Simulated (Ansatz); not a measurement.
Job for Ansatz (a program for electronic structure): R-PBE/def2-TZVPP on H2OSeTe (SMILES O[Te][SeH]), a point of a torsion scan. Elements past Kr take the def2 small-core potentials; no spin–orbit coupling.

Ansatz 0.2 input:
```yaml
crystal:
  periodic: [false, false, false]
  atoms:
    - {symbol: O, position_ang: [-1.35143184, 0.46630342, -0.34749961]}
    - {symbol: Te, position_ang: [-0.05075437, -0.78712476, -1.13019338]}
    - {symbol: Se, position_ang: [1.49084251, -0.73292798, 0.87826496]}
    - {symbol: H, position_ang: [-1.95734613, 0.02735257, 0.25151467]}
    - {symbol: H, position_ang: [2.41728572, -1.65349328, 0.27126560]}
basis:
  gaussian:
    orbitals: def2-TZVPP
hamiltonian:
  xc: {name: PBE}
scf: {lower_state_search: off}
```

**Question.** What total energy does the run end on?

**Answer.** -2745.6017 hartree.
